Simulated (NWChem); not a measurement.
System: ammonia borane (BNH$_{6}$); SMILES [BH3-][NH3+]

Input file for NWChem:

```
start job
memory heap 200 mb stack 900 mb global 1100 mb
geometry units angstroms noautoz
  B      0.000000     0.000000    -0.933306
  N      0.000000     0.000000     0.710763
  H     -1.059686    -0.536720    -1.258587
  H      0.994656    -0.649355    -1.258587
  H      0.065030     1.186075    -1.258587
  H     -0.801149     0.525436     1.089089
  H      0.855615     0.431097     1.089089
  H     -0.054466    -0.956533     1.089089
end
basis spherical
  * library sto-3g
end
dft
  xc hfexch
  iterations 150
  mulliken
end
task dft energy
```

Output (shortened):

```
             Northwest Computational Chemistry Package (NWChem) 7.3.0
             --------------------------------------------------------

 C3V symmetry detected

                             Geometry "geometry" -> ""
                             -------------------------

 Output coordinates in angstroms (scale by  1.889725989 to convert to a.u.)

  No.       Tag          Charge          X              Y              Z
 ---- ---------------- ---------- -------------- -------------- --------------
    1 B                    5.0000    -0.00000000     0.00000000    -0.92221250
    2 N                    7.0000    -0.00000000    -0.00000000     0.72185650
    3 H                    1.0000     0.83994127     0.83994127    -1.24749350
    4 H                    1.0000    -1.14738112     0.30743984    -1.24749350
    5 H                    1.0000     0.30743984    -1.14738112    -1.24749350
    6 H                    1.0000     0.92543459    -0.24796945     1.10018250
    7 H                    1.0000    -0.67746514    -0.67746514     1.10018250
    8 H                    1.0000    -0.24796945     0.92543459     1.10018250

 Effective nuclear repulsion energy (a.u.)      40.3315350954

      Symmetry information
      --------------------

 Group name             C3v
 Group number             17
 Group order               6
 No. of unique centers     4

  xc_inp: hfexch multiplicative factor not found.

                                 NWChem DFT Module
                                 -----------------

 Summary of "ao basis" -> "ao basis" (spherical)
 ------------------------------------------------------------------------------
       Tag                 Description            Shells   Functions and Types
 ---------------- ------------------------------  ------  ---------------------
 B                           sto-3g                  3        5   2s1p
 N                           sto-3g                  3        5   2s1p
 H                           sto-3g                  1        1   1s

      Symmetry analysis of basis
      --------------------------

        a1          8
        a2          0
        e           8

  Rotation of axis

            General Information
            -------------------
          SCF calculation type: DFT
          Wavefunction type:  closed shell.
          No. of atoms     :     8
          No. of electrons :    18
           Alpha electrons :     9
            Beta electrons :     9
          Charge           :     0
          Spin multiplicity:     1
          Use of symmetry is: on ; symmetry adaption is: on
          Maximum number of iterations: 150
          AO basis - number of functions:    16
                     number of shells:    12
          Convergence on energy requested:  1.00D-06
          Convergence on density requested:  1.00D-05
          Convergence on gradient requested:  5.00D-04

              XC Information
              --------------
                     Hartree-Fock (Exact) Exchange  1.000

      Superposition of Atomic Density Guess
      -------------------------------------

 Sum of atomic energies:         -80.57347959

      Non-variational initial energy
      ------------------------------

 Total energy =     -80.768769
 1-e energy   =    -189.263729
 2-e energy   =      68.163424
 HOMO         =      -0.248886
 LUMO         =       0.475436

      Symmetry analysis of molecular orbitals - initial
      -------------------------------------------------

  Numbering of irreducible representations:

     1 a1          2 a2          3 e

  Orbital symmetries:

     1 a1          2 a1          3 a1          4 a1          5 e
     6 e           7 a1          8 e           9 e          10 a1
    11 e          12 e          13 a1         14 a1         15 e
    16 e

     ---------------------------------------------
      Total Density - Mulliken Population Analysis
     ---------------------------------------------

    Atom       Charge   Shell Charges
 -----------   ------   -------------------------------------------------------
    1 B    5     4.99   1.99  1.10  1.89
    2 N    7     7.24   2.00  1.55  3.70
    3 H    1     1.18   1.18
    4 H    1     1.18   1.18
    5 H    1     1.18   1.18
    6 H    1     0.75   0.75
    7 H    1     0.75   0.75
    8 H    1     0.75   0.75

   convergence    iter        energy       DeltaE   RMS-Dens  Diis-err
 ---------------- ----- ----------------- --------- --------- ---------
 d= 0,ls=0.0,diis     1    -81.5594907365 -1.22D+02  2.61D-02  1.37D-01
 d= 0,ls=0.0,diis     2    -81.5885223405 -2.90D-02  7.53D-03  1.09D-02
 d= 0,ls=0.0,diis     3    -81.5908738396 -2.35D-03  2.37D-03  8.80D-04
 d= 0,ls=0.0,diis     4    -81.5910709408 -1.97D-04  2.83D-04  9.97D-06
 d= 0,ls=0.0,diis     5    -81.5910736995 -2.76D-06  3.82D-05  1.86D-07
 d= 0,ls=0.0,diis     6    -81.5910737452 -4.57D-08  5.88D-06  3.68D-09

         Total DFT energy =      -81.591073745202
      One electron energy =     -189.434369945690
           Coulomb energy =       80.208388865296
    Exchange-Corr. energy =      -12.696627760171
 Nuclear repulsion energy =       40.331535095363

 Numeric. integr. density =        0.000000000000

                  Occupations of the irreducible representations
                  ----------------------------------------------

                     irrep           alpha         beta
                     --------     --------     --------
                     a1                5.0          5.0
                     a2                0.0          0.0
                     e                 4.0          4.0

                       DFT Final Molecular Orbital Analysis
                       ------------------------------------

 Vector    7  Occ=2.000000D+00  E=-4.543842D-01  Symmetry=a1
              MO Center= -4.3D-17,  1.4D-16, -6.8D-01, r^2= 2.0D+00
   Bfn.  Coefficient  Atom+Function         Bfn.  Coefficient  Atom+Function
  ----- ------------  ---------------      ----- ------------  ---------------
    10      0.536710  2 N  pz                 2      0.294903  1 B  s
     7     -0.279968  2 N  s                  5     -0.273342  1 B  pz
    11      0.268679  3 H  s                 12      0.268679  4 H  s
    13      0.268679  5 H  s                  1     -0.117061  1 B  s
    14      0.084339  6 H  s                 15      0.084339  7 H  s

 Vector    8  Occ=2.000000D+00  E=-3.429817D-01  Symmetry=e
              MO Center= -1.6D-01, -3.1D-01, -1.1D+00, r^2= 1.6D+00
   Bfn.  Coefficient  Atom+Function         Bfn.  Coefficient  Atom+Function
  ----- ------------  ---------------      ----- ------------  ---------------
    13      0.512718  5 H  s                 12     -0.424563  4 H  s
     4     -0.392351  1 B  py                 3      0.282426  1 B  px
    16      0.101222  8 H  s                 11     -0.088155  3 H  s
    14     -0.083818  6 H  s                  9      0.068749  2 N  py
     8     -0.049488  2 N  px

 Vector    9  Occ=2.000000D+00  E=-3.429817D-01  Symmetry=e
              MO Center=  1.6D-01,  3.1D-01, -1.1D+00, r^2= 1.6D+00
   Bfn.  Coefficient  Atom+Function         Bfn.  Coefficient  Atom+Function
  ----- ------------  ---------------      ----- ------------  ---------------
    11      0.541140  3 H  s                  3      0.392351  1 B  px
    12     -0.346914  4 H  s                  4      0.282426  1 B  py
    13     -0.194225  5 H  s                 15      0.106833  7 H  s
     8     -0.068749  2 N  px                14     -0.068489  6 H  s
     9     -0.049488  2 N  py                16     -0.038344  8 H  s

 Vector   10  Occ=0.000000D+00  E= 5.088896D-01  Symmetry=a1
              MO Center= -1.6D-15,  6.2D-16,  8.8D-01, r^2= 1.8D+00
   Bfn.  Coefficient  Atom+Function         Bfn.  Coefficient  Atom+Function
  ----- ------------  ---------------      ----- ------------  ---------------
     7      1.314838  2 N  s                 14     -0.667069  6 H  s
    15     -0.667069  7 H  s                 16     -0.667069  8 H  s
     5     -0.360968  1 B  pz                10      0.322744  2 N  pz
     6     -0.194913  2 N  s                  2     -0.069344  1 B  s

 Vector   11  Occ=0.000000D+00  E= 5.785679D-01  Symmetry=e
              MO Center= -2.6D-01,  8.1D-02,  8.8D-01, r^2= 1.3D+00
   Bfn.  Coefficient  Atom+Function         Bfn.  Coefficient  Atom+Function
  ----- ------------  ---------------      ----- ------------  ---------------
     9      0.955898  2 N  py                16     -0.865351  8 H  s
    15      0.843988  7 H  s                  8      0.234082  2 N  px
     4      0.171148  1 B  py                13      0.166902  5 H  s
    11     -0.162782  3 H  s                  3      0.041911  1 B  px

 Vector   12  Occ=0.000000D+00  E= 5.785679D-01  Symmetry=e
              MO Center=  2.6D-01, -8.1D-02,  8.8D-01, r^2= 1.3D+00
   Bfn.  Coefficient  Atom+Function         Bfn.  Coefficient  Atom+Function
  ----- ------------  ---------------      ----- ------------  ---------------
    14     -0.986887  6 H  s                  8      0.955898  2 N  px
    15      0.511944  7 H  s                 16      0.474943  8 H  s
     9     -0.234082  2 N  py                12      0.190343  4 H  s
     3      0.171148  1 B  px                11     -0.098740  3 H  s
    13     -0.091603  5 H  s                  4     -0.041911  1 B  py

     ---------------------------------------------
      Total Density - Mulliken Population Analysis
     ---------------------------------------------

    Atom       Charge   Shell Charges
 -----------   ------   -------------------------------------------------------
    1 B    5     4.91   1.99  0.89  2.03
    2 N    7     7.40   1.99  1.57  3.83
    3 H    1     1.14   1.14
    4 H    1     1.14   1.14
    5 H    1     1.14   1.14
    6 H    1     0.75   0.75
    7 H    1     0.75   0.75
    8 H    1     0.75   0.75

[...]
```

Level: Hartree-Fock/STO-3G. Structure relaxed at the PBE-D3(BJ)/def2-SVP level.
